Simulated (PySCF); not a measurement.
A structure optimised at PBE0-D3(BJ)/def2-SVP, used in a PySCF frequency run:

```
C
C 1 1.3367
H 2 1.0952 1 121.70
H 2 1.0955 3 116.68 1 179.84
H 1 1.0985 2 119.02 3 0.27
Si 1 1.8531 5 116.25 2 -179.75
H 6 1.4843 1 113.48 5 -61.71
Cl 6 2.0650 7 106.93 1 -120.27
Br 6 2.2212 7 107.66 1 122.00
```
Charge 0, spin multiplicity 1.

Question: Write its SMILES and formula.

Answer: C=C[SiH](Cl)Br, C2H4BrClSi

Question: What are its rotational constants (standard atomic weights)?

Answer: 2.1412, 1.4270, 0.92570 GHz
